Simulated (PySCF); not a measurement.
**As²⁷⁺ (arsenic, charge +27): Hartree-Fock from Schrödinger to Dirac-Coulomb-Breit**

Occupied: 1s1/2, 2s1/2, 2p1/2. Hartree-Fock calculated with PySCF 2.14 in an even-tempered Gaussian basis (16 s from 2.9 bohr⁻², ratio 2.7; 12 p from 3.5 bohr⁻², ratio 2.7), Gaussian nucleus throughout. NR is non-relativistic, sf-X2C the spin-free one-electron X2C Hamiltonian, X2C adds the bare one-electron spin-orbit term, X2C-SNSO screens it by Boettger's factors, DC is four-component Dirac-Coulomb, and the Gaunt and Breit terms are added at first order (total energies over the DC spinors, levels after relaxing the spinors in that mean field). QED terms are absent. Levels marked empty are virtual spinors of this ion.

```tsv
Hamiltonian	E (hartree)	E − E(DC) (hartree)	CPU seconds
X2C	-1551.8964	0.1702	0.13
X2C-SNSO	-1551.7569	0.3097	0.12
DC	-1552.0666	0.0000	3.7
DC+Gaunt	-1551.2798	0.7868	7.6
DC+Breit	-1551.3198	0.7468	24
```

| level (eV) | X2C | X2C-SNSO | DC | DC+Gaunt | DC+Breit |
| --- | --- | --- | --- | --- | --- |
| 1s1/2 | -13717.6 | -13717.9 | -13723.1 | -13707.3 | -13707.7 |
| 2s1/2 | -3030.2 | -3030.3 | -3030.8 | -3029.4 | -3029.5 |
| 2p1/2 | -2943.5 | -2941.7 | -2942.0 | -2939.0 | -2939.4 |
| 2p3/2 (empty) | -2762.1 | -2763.0 | -2763.0 | -2761.6 | -2761.9 |
| 3s1/2 (empty) | -1216.3 | -1216.3 | -1216.5 | -1216.1 | -1216.1 |

Weight of the small component: 1s1/2 0.0144, 2s1/2 0.00316, 2p1/2 0.00314, 2p3/2 0.00301, 3s1/2 0.00124.

Koopmans' value for the highest occupied level at DC+Breit: 2939.4 eV, against an ionisation energy of 2938 ± 3 eV (semi-empirical (NIST evaluation); NIST Atomic Spectra Database, ionization energies); the former lacks relaxation, correlation, QED and recoil.

The whole ladder took 37 s of wall time on 1 thread of Intel(R) Xeon(R) 6975P-C (shared host), launched as `OMP_NUM_THREADS=1 python relrun2.py TASK.json OUT` (a driver that calls PySCF for each Hamiltonian).
